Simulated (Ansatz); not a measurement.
Ansatz results at the PBE0-D4/def2-TZVP geometry: LUMO energy (B3LYP/def2-TZVPP) -1.98 eV; HOMO energy (B3LYP/def2-TZVPP) -6.33 eV; LUMO energy (ωB97M-V/def2-TZVPP) -0.17 eV.

Each molecule was computed in one conformer, which needn't be the lowest.

Problem. Which molecule gave them?
A. `[BH2][AlH][O][SiH2]C`
B. `CO[B]([AlH2])[SiH3]`
C. `[Cl][GeH2][SiH2]Br`
D. `B[CH2][GeH2][SiH3]`

Solution. B. The others give `[Cl][GeH2][SiH2]Br`: -1.26, -7.81, 0.77; `[BH2][AlH][O][SiH2]C`: -2.62, -7.20, -0.49; `B[CH2][GeH2][SiH3]`: -1.30, -8.00, 0.75.

B3LYP here is the variant with VWN-RPA as its local correlation; programs differ in this.
